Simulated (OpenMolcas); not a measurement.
## Au III: effect of the basis set

* Program: OpenMolcas
* Method: MS-CASPT2, IPEA 0.25 Eh, imaginary shift 0.1 Eh (closed shells correlated: 5s 5p)
* Active space: 9 electrons in 6 orbitals (5d 6s)
* State averaging: 2S+1 = 2 even, 30 roots; 2S+1 = 4 even, 10 roots kept (CI in the orbitals of an earlier block)
* Spin-orbit coupling: state interaction with AMFI integrals over the reference wave functions, term energies averaged over their components

A. ANO-R1 [7s5p4d2f], X2C, finite nucleus; CASPT2 step roughly 6 core-seconds
B. ANO-RCC-VDZP [7s6p4d2f], DKH2, point nucleus; CASPT2 step about 8 core-seconds
C. ANO-R2 [8s6p5d3f1g], X2C, finite nucleus; CASPT2 step roughly 22 core-seconds
D. ANO-RCC-VTZP [8s7p5d3f1g], DKH2, point nucleus; CASPT2 step of the order of 13 core-seconds
E. ANO-RCC-VQZP [9s8p6d4f2g1h], DKH2, point nucleus; CASPT2 step of the order of 50 core-seconds
F. ANO-R3 [9s7p6d4f2g2h], X2C, finite nucleus; CASPT2 step roughly 25 core-seconds

Energies in cm-1 above 5d9 2D 5/2, the measured ground level; measured values from Iglesias, J. Res. Natl. Bur. Stand. 64A, 481 (1960).

```
               Level      A      B      C      D      E      F  Measured
          5d9 2D 5/2    0.0    0.0    0.0    0.0    0.0    0.0       0.0
          5d9 2D 3/2  13760  13890  13160  13300  13280  13400     12694
       5d8 6s 4F 9/2  31450  26590  27530  27360  27710  27780     29754
5d8 6s 4F 7/2 [62 %]  36740  31900  32750  32440  32690  32820     35077
5d8 6s 4F 5/2 [62 %]  46660  42040  42010  41940  42200  42390     44426
5d8 6s 2F 7/2 [59 %]  47950  43210  43640  43280  43420  43670     45740
       5d8 6s 4P 1/2  53080  48790  47660  47680  47860  47910     49439
       5d8 6s 2G 9/2  61680  57360  56130  56220  56200  56230     57819
       5d8 6s 2G 7/2  62120  57790  56610  56660  56630  56680     58585
       5d8 6s 2P 1/2  62320  57940  56440  56250  56370  56500     58327
```

Deviations, from unrounded energies. A percentage is the sum of absolute deviations over the sum of measured energies, with the sign that they share, or ± where signs differ.

```json
{"Against measurement": "mean absolute deviation (cm-1)", "Levels": "9", "A": "2700", "B": "1600", "C": "1900", "D": "2000", "E": "1900", "F": "1800"}
{"Against measurement": "fine structure of the ground term (%)", "Levels": "1", "A": "+8.4", "B": "+9.4", "C": "+3.6", "D": "+4.8", "E": "+4.6", "F": "+5.6"}
{"Against measurement": "other configurations (%)", "Levels": "8", "A": "+6.0", "B": "-3.6", "C": "-4.3", "D": "-4.6", "E": "-4.2", "F": "-4.0"}
```

B lies closest to measurement on these levels and A furthest from it. The largest miss of B in the table is 5d8 6s 4F 7/2 [62 %], by -3200 cm-1. The ranking rests on the paired levels alone, and a cruder setting can come out closer through cancelling errors.

The two smallest mean deviations differ by little beside CASPT2's spread within terms, so their order carries little weight.

Among A to F the level of the table that moves most is 5d8 6s 2P 1/2, by 6100 cm-1 (lowest in D, highest in A). Moves below CASPT2's spread within the term are not significant.

Term energies are means over components that CASPT2 splits; among the terms shown or strongly mixed into the levels shown the widest spread is 970 cm-1 (5d8 6s 4F, F). Terms from blocks run as CI alone lack orbitals of their own. A single d shell beside an s shell can misplace configurations of different d count against each other. The CASPT2 spread within a term exceeds the gap to the next term for 5d8 6s 2G and 5d8 6s 2P, so the order of their levels is uncertain (figures for A; the like holds for B, C, D, E, F). Measured partners are found by configuration, term and J. A level has none where our copy of the source lacks it or the pairing is in doubt (some pairs that miss far off the trend of their configuration count as doubtful), and it then counts in no deviation. Levels of configurations outside the active space are missing. The table leaves out levels that lie high or whose names do not pair safely across all columns.

A share in square brackets marks a mixed level and gives the weight of the term that names it, the lowest over the columns.
